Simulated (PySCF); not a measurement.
Coordinates in bohr (charge 0 multiplicity 1):
```
Hf    0.0000   -0.4732    0.0481
S     0.0000    0.8436    4.0341
Cl    3.7355    0.8799   -1.9576
Cl   -3.7355    0.8799   -1.9576
```

Computed with PBE in PySCF with Hf def2-SVP with ECP60, S def2-SVP, Cl def2-SVP; scalar-relativistic core potentials, no spin–orbit coupling; density-fitted integrals.

This geometry of HfSCl₂ is a stationary point at this level.

Task: What is the point group?

Result: Cs.

Task: Is it a minimum?

Result: Yes: all harmonic wavenumbers are real.

Task: Give the atomic charges and bond orders.

Result: 
| atom | Mulliken | Löwdin | polar tensor | Mayer order to Hf1 |
| --- | --- | --- | --- | --- |
| Hf1 | 0.62 | -0.45 | 1.56 | – |
| S2 | -0.23 | 0.15 | -0.56 | 2.38 |
| Cl3,4 | -0.20 | 0.15 | -0.50 | 1.29 |

Task: Give the ideal-gas entropy at 298.15 K and 1 bar by parts.

Result: translation 179.2, rotation 121.1, vibration 55.7, spin 0.0; total 356.0 J/(mol K).

Task: What is the atomisation energy, with and without zero-point energy?

Result: 1558 kJ/mol without, 1548 kJ/mol with.

Other isomers or separated fragments may lie lower. With an element this heavy the missing spin–orbit coupling can shift these numbers.
